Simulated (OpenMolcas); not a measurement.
**Tb3+: moving the ligands**

Tb3+ with 6 ligands (fluoride) in trigonal prismatic coordination (D3h) at 2.23 Å, a polar angle of 49.6° against the regular 49.1°. A charge of +0.5 e stands 3.2 Å behind each ligand. Ligand basis ANO-RCC-VDZP.

```
Program             : OpenMolcas 26.06
Method              : CASSCF
Basis               : ANO-RCC-VDZP [7s6p4d2f1g]
Scalar Hamiltonian  : DKH2, point nucleus
Active space        : 8 electrons in 7 orbitals (4f)
State averaging     : 2S+1 = 7 even, 7 roots; 2S+1 = 5 even, 62 roots kept (CI in the orbitals of an earlier block); 2S+1 = 3 even, 2 roots kept (CI in the orbitals of an earlier block, 0 in the spin-orbit step)
Spin-orbit coupling : state interaction with AMFI integrals over the reference wave functions
```

Runs around this geometry, states (labels of D3, the rotations of D3h). Energies in cm-1 above the lowest state or level, χT in cm3 K/mol.

```csv
R (Å),Ground state,First state of that spin,First gap with spin-orbit (degeneracies),Width of lowest J,χT at 300 K
2.14,7A1,7A2 3.9,"399.9 (2, 2)",958,11.387
2.23,7A2,7A1 14.0,"352.8 (2, 2)",836,11.463
2.3,7A2,7A1 19.8,"320.2 (2, 2)",759,11.514
```

Taking the width of the lowest J multiplet as R^-n, n = -ln(759 / 958) / ln(2.3 / 2.14) = 3.2 between the shortest and longest distance.

The ground state changes within this set.

High states are left out of the spin-orbit mixing, which shifts the levels that they would mix with. Without dynamic correlation the ligand-field splitting of an f shell can come out too small, at times by half. No measured value stands beside these numbers; the geometry was imposed, not optimised, and the real ion may take another.
